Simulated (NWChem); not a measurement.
All runs are NWChem calculations. System: BrFSn, charge 1, spin multiplicity 2, at the geometry of a parent with another charge or spin, in a state set for the comparison that need not be this species' ground state. Its SCF solution wasn't tested for a lower state.

The NWChem input:

```
start mol
memory heap 200 mb stack 900 mb global 1100 mb
charge 1
geometry units angstroms nocenter noautoz
  Sn    -0.730293    -0.595943     0.000000
  F      0.576138    -2.080072     0.000000
  Br     0.895126     1.386223     0.000000
  symmetry group Cs
end
basis spherical
  * library def2-svpd
end
ecp
  Sn library def2-ecp
end
dft
  xc xpbe96 cpbe96
  odft
  mult 2
  semidirect memsize 60000000 filesize 0
  iterations 100
end
task dft energy
```

The output up to the point where the run's verdict is printed (cleaned and shortened):

```
             Northwest Computational Chemistry Package (NWChem) 7.3.0
             --------------------------------------------------------

                                NWChem Input Module
                                -------------------

 Scaling coordinates for geometry "geometry" by  1.889725989
 (inverse scale =  0.529177249)

 Turning off AUTOSYM since
 SYMMETRY directive was detected!

                             Geometry "geometry" -> ""
                             -------------------------

 Output coordinates in angstroms (scale by  1.889725989 to convert to a.u.)

  No.       Tag          Charge          X              Y              Z
 ---- ---------------- ---------- -------------- -------------- --------------
    1 Sn                  50.0000    -0.73029300    -0.59594300     0.00000000
    2 F                    9.0000     0.57613800    -2.08007200     0.00000000
    3 Br                  35.0000     0.89512600     1.38622300     0.00000000

 Effective nuclear repulsion energy (a.u.)     529.5871817660

            Nuclear Dipole moment (a.u.)
            ----------------------------
        X                 Y               Z
 ---------------- ---------------- ----------------
     0.0000037795     0.0000132281     0.0000000000

      Symmetry information
      --------------------

 Group name             Cs
 Group number              2
 Group order               2
 No. of unique centers     3

      Symmetry unique atoms

     1    2    3


 Summary of "ao basis" -> "" (spherical)
 ------------------------------------------------------------------------------
       Tag                 Description            Shells   Functions and Types
 ---------------- ------------------------------  ------  ---------------------
 *                         def2-svpd                  on all atoms

 Summary of "ao basis" -> "ao basis" (spherical)
 ------------------------------------------------------------------------------
       Tag                 Description            Shells   Functions and Types
 ---------------- ------------------------------  ------  ---------------------
[...]
 d= 0,ls=0.5,diis    75  -2887.1719009415 -1.51D-05  7.69D-06  1.06D-04    32.8
                                                     3.98D-05  1.07D-04
 d= 0,ls=0.5,diis    76  -2887.1719135652 -1.26D-05  1.20D-05  1.07D-04    33.3
                                                     3.77D-05  1.06D-04
 d= 0,ls=0.5,diis    77  -2887.1719207300 -7.16D-06  6.93D-06  1.14D-04    33.8
                                                     3.59D-05  1.10D-04
 d= 0,ls=0.5,diis    78  -2887.1719314615 -1.07D-05  5.48D-06  1.12D-04    34.3
                                                     3.66D-05  1.08D-04
 d= 0,ls=0.5,diis    79  -2887.1719515558 -2.01D-05  3.40D-06  9.65D-05    34.8
                                                     3.47D-05  9.52D-05
 d= 0,ls=0.5,diis    80  -2887.1719672957 -1.57D-05  4.30D-06  8.61D-05    35.3
                                                     3.34D-05  8.55D-05
 d= 0,ls=0.5,diis    81  -2887.1719821025 -1.48D-05  6.41D-06  7.59D-05    35.8
                                                     3.15D-05  7.70D-05
 d= 0,ls=0.5,diis    82  -2887.1719898121 -7.71D-06  5.23D-06  7.79D-05    36.3
                                                     3.00D-05  7.90D-05
 d= 0,ls=0.5,diis    83  -2887.1719978684 -8.06D-06  7.13D-06  7.60D-05    36.9
                                                     2.89D-05  7.80D-05
 d= 0,ls=0.5,diis    84  -2887.1720039401 -6.07D-06  7.23D-06  7.75D-05    37.4
                                                     2.78D-05  7.77D-05
 d= 0,ls=0.5,diis    85  -2887.1720092987 -5.36D-06  8.49D-06  7.90D-05    37.9
                                                     2.90D-05  7.93D-05
 d= 0,ls=0.5,diis    86  -2887.1720256376 -1.63D-05  2.77D-06  6.25D-05    38.5
                                                     2.77D-05  6.69D-05
 d= 0,ls=0.5,diis    87  -2887.1720377342 -1.21D-05  3.77D-06  5.44D-05    39.1
                                                     2.57D-05  5.92D-05
 d= 0,ls=0.5,diis    88  -2887.1720451250 -7.39D-06  7.39D-06  5.18D-05    39.6
                                                     2.42D-05  5.60D-05
 d= 0,ls=0.5,diis    89  -2887.1720493250 -4.20D-06  5.62D-06  5.32D-05    40.1
                                                     2.44D-05  5.64D-05
 d= 0,ls=0.5,diis    90  -2887.1720602874 -1.10D-05  5.24D-06  4.24D-05    40.7
                                                     2.24D-05  4.68D-05
 d= 0,ls=0.5,diis    91  -2887.1720645788 -4.29D-06  3.55D-06  4.34D-05    41.2
                                                     2.15D-05  4.67D-05
 d= 0,ls=0.5,diis    92  -2887.1720690745 -4.50D-06  8.39D-06  4.28D-05    41.8
                                                     2.01D-05  4.58D-05
 d= 0,ls=0.5,diis    93  -2887.1720694741 -4.00D-07  6.41D-06  4.77D-05    42.3
                                                     1.88D-05  4.93D-05
 d= 0,ls=0.5,diis    94  -2887.1720707355 -1.26D-06  2.25D-06  5.00D-05    42.8
                                                     1.84D-05  5.09D-05
 d= 0,ls=0.5,diis    95  -2887.1720755577 -4.82D-06  3.11D-06  4.68D-05    43.2
                                                     1.73D-05  4.84D-05
 d= 0,ls=0.5,diis    96  -2887.1720785293 -2.97D-06  2.90D-06  4.63D-05    43.6
                                                     1.71D-05  4.75D-05
 d= 0,ls=0.5,diis    97  -2887.1720825002 -3.97D-06  1.76D-06  4.52D-05    43.9
                                                     1.66D-05  4.65D-05
 d= 0,ls=0.5,diis    98  -2887.1720862992 -3.80D-06  1.97D-05  4.40D-05    44.2
                                                     2.63D-05  4.54D-05
 d= 0,ls=0.5,diis    99  -2887.1721028622 -1.66D-05  1.57D-05  2.32D-05    44.6
                                                     1.83D-05  2.70D-05
 d= 0,ls=0.5,diis   100  -2887.1721009299  1.93D-06  1.18D-05  3.16D-05    44.9
                                                     2.04D-05  3.25D-05
```

The run did not converge; its last values are not results. The next line reads: Calculation failed to converge. NWChem stopped with the message: dft energy failed.
